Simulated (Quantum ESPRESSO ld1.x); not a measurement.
One sound ld1.x (Quantum ESPRESSO 7.5) input for the bromine ion Br3+ gives E = -2571.671 hartree in 32 iterations:

```
 &input
    zed=35.0,
    iswitch=1,
    rel=0,
    dft='BLYP',
    config='[Ar] 3d10 4s2 4p2',
    prefix='ld1',
    max_out_wfc=37,
    file_charge='ld1.rho',
 /
```

Changed or added lines, one case at a time, and what came of them:

- config='[Ar] 3d10 4s2 4p2 5s3': refused. The program stops in el_config with "wrong occupancy:3": an s shell holds at most 2 electrons.
- config='[Ar] 3d10 4s2 4p2 5p2': ran as typed. The string holds 34 electrons for Z = 35, so the species has charge 1 and is not the one meant. The run is valid for that other species.
- config='[Ar] 3d10 4s2 4p2 4p2': refused. The program stops in el_config with "wavefunction 4P found too many times": a shell may stand twice only as spin up and down (lsd = 1) or as its two j (rel = 2, l > 0), within their capacities.
- config='[Ar] 3d10 4s2 4p2 8s1': refused. The program stops in el_config with "wrong main quantum number": the config string takes n from 1 to 7 alone.
- rel=1 relpert=.true.: refused. The program stops in ld1_readin with "perturbative SO-splitting for AE calculations with rel=0 only": the perturbative correction needs rel = 0.
- beta=1.0: harmless. The Broyden-type mixing copes: 11 iterations against 32, same energy.
- config='[Ar] 3d10 4s2 4p2 2d1': refused. The program stops in el_config with "main/angular quantum number mismatch": l must be smaller than n.
